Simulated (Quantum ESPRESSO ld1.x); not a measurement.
Spin polarisation of the 4p2 shell in Se2+. Start: [Ar] 3d10 4s2 4p(up 1, down 1); electrons of 4p are moved from spin down to spin up, other shells keep equal spins. Calculated with ld1.x of Quantum ESPRESSO 7.5: non-relativistic Kohn-Sham, LDA (Slater exchange, Perdew-Wang correlation), spin-polarised, spherical densities, point nucleus.

moment (Bohr magnetons)  E - E(0) (eV)  e(4p up) (eV)  e(4p down) (eV)  4s down minus up (eV)  3d down minus up (eV)  3p down minus up (eV)
0                                0.000        -25.679          -25.679                  0.000                  0.000                  0.000
0.5                             -0.056        -25.893          -25.443                  0.460                  0.075                  0.055
1                               -0.226        -26.089          -25.182                  0.925                  0.149                  0.110
1.5                             -0.511        -26.268          -24.892                  1.399                  0.224                  0.164
2                               -0.915        -26.428          -24.570                  1.887                  0.299                  0.219

At moment 2 the spin-polarisation energy is -0.915 eV and the 4p exchange splitting 1.858 eV, that is 0.929 eV per Bohr magneton; E = -I m^2/4 would give I = 0.915 eV.
